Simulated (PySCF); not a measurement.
CAuO (SMILES [O+]#[C-]->[Au]), doublet, at a GFN2-xTB geometry (such geometries of metal compounds can be far from the true shape) (the multiplicity is a formal guess) (core potentials on Au); R2SCAN/def2-SVP (PySCF).

Input for PySCF:
```python
from pyscf import gto, scf, dft

mol = gto.Mole()
mol.atom = '''
    Au   -0.221531   -0.218772   -0.207243
    O     1.679904    1.201703    1.425405
    C     0.676949    1.278232    0.828163
'''
mol.basis = 'def2-svp'
mol.ecp = {'Au': 'def2-svp'}
mol.charge = 0
mol.spin = 1
mol.verbose = 4
mol.build()

mf = dft.UKS(mol)
mf.xc = 'r2scan'
mf.grids.atom_grid = (99, 590)
mf.grids.prune = None
mf.kernel()
```

It wrote (shortened):

```
PySCF version 2.14.0

[INPUT] verbose = 4
[INPUT] num. atoms = 3
[INPUT] num. electrons = 33
[INPUT] charge = 0
[INPUT] spin (= nelec alpha-beta = 2S) = 1
[INPUT] symmetry False subgroup None
[INPUT] Mole.unit = angstrom
[INPUT] Symbol           X                Y                Z      unit          X                Y                Z       unit  Magmom
[INPUT]  1 Au    -0.221531000000  -0.218772000000  -0.207243000000 AA   -0.418632918101  -0.413419163723  -0.391632511233 Bohr   0.0
[INPUT]  2 O      1.679904000000   1.201703000000   1.425405000000 AA    3.174558475561   2.270889553068   2.693625066586 Bohr   0.0
[INPUT]  3 C      0.676949000000   1.278232000000   0.828163000000 AA    1.279248210298   2.415508403655   1.565001256498 Bohr   0.0

nuclear repulsion = 79.3540185091334
number of shells = 24
number of NR pGTOs = 105
number of NR cGTOs = 60
basis = def2-svp
ecp = {'Au': 'def2-svp'}

******** <class 'pyscf.dft.uks.UKS'> ********
method = UKS
initial guess = minao
damping factor = 0
level_shift factor = 0
DIIS = <class 'pyscf.scf.diis.CDIIS'>
diis_start_cycle = 1
diis_space = 8
diis_damp = 0
SCF conv_tol = 1e-09
SCF conv_tol_grad = None
SCF max_cycles = 50
direct_scf = True
direct_scf_tol = 1e-13
number electrons alpha = 17  beta = 16
XC library pyscf.dft.libxc version 7.1.2
    S. Lehtola, C. Steigemann, M. J. T. Oliveira, and M. A. L. Marques,  SoftwareX 7, 1–5 (2018)
XC functionals = r2scan
    J. W. Furness, A. D. Kaplan, J. Ning, J. P. Perdew, and J. Sun,  J. Phys. Chem. Lett. 11, 8208–8215 (2020)
    J. W. Furness, A. D. Kaplan, J. Ning, J. P. Perdew, and J. Sun,  J. Phys. Chem. Lett. 11, 9248–9248 (2020)
    J. W. Furness, A. D. Kaplan, J. Ning, J. P. Perdew, and J. Sun,  J. Phys. Chem. Lett. 11, 8208–8215 (2020)
    J. W. Furness, A. D. Kaplan, J. Ning, J. P. Perdew, and J. Sun,  J. Phys. Chem. Lett. 11, 9248–9248 (2020)
radial grids:
    Treutler-Ahlrichs [JCP 102, 346 (1995); DOI:10.1063/1.469408] (M4) radial grids

becke partition: Becke, JCP 88, 2547 (1988); DOI:10.1063/1.454033
pruning grids: None
grids dens level: 3
symmetrized grids: False
atomic radii adjust function: <function treutler_atomic_radii_adjust>
User specified grid scheme (99, 590)
small_rho_cutoff = 0
Set gradient conv threshold to 3.16228e-05
tot grids = 175232
init E= -237.48239301176

cycle= 1 E= -247.944475487893  delta_E= -10.5  |g|= 1.27  |ddm|= 7.08
cycle= 2 E= -230.181080999821  delta_E= 17.8  |g|= 4.13  |ddm|= 7.49
cycle= 3 E= -248.800757207384  delta_E= -18.6  |g|= 0.494  |ddm|= 6.64
cycle= 4 E= -248.696911868271  delta_E= 0.104  |g|= 0.74  |ddm|= 1.53
cycle= 5 E= -248.930181007978  delta_E= -0.233  |g|= 0.165  |ddm|= 0.642
cycle= 6 E= -248.941254501154  delta_E= -0.0111  |g|= 0.0976  |ddm|= 0.27
cycle= 7 E= -248.945229507671  delta_E= -0.00398  |g|= 0.0106  |ddm|= 0.0793
cycle= 8 E= -248.945275477931  delta_E= -4.6e-05  |g|= 0.00415  |ddm|= 0.0159
cycle= 9 E= -248.945284391032  delta_E= -8.91e-06  |g|= 0.00118  |ddm|= 0.00624
cycle= 10 E= -248.945285231686  delta_E= -8.41e-07  |g|= 0.000686  |ddm|= 0.002
cycle= 11 E= -248.945285474835  delta_E= -2.43e-07  |g|= 0.000189  |ddm|= 0.000857
cycle= 12 E= -248.945285504425  delta_E= -2.96e-08  |g|= 6.58e-05  |ddm|= 0.000281
cycle= 13 E= -248.945285510948  delta_E= -6.52e-09  |g|= 3.72e-05  |ddm|= 0.000138
cycle= 14 E= -248.945285512783  delta_E= -1.84e-09  |g|= 1.92e-05  |ddm|= 9.68e-05
cycle= 15 E= -248.945285512941  delta_E= -1.58e-10  |g|= 1.26e-05  |ddm|= 4.17e-05
Extra cycle  E= -248.945285512289  delta_E= 6.52e-10  |g|= 3.82e-05  |ddm|= 6.1e-05
converged SCF energy = -248.945285512289  <S^2> = 0.75743965  2S+1 = 2.0074259
```
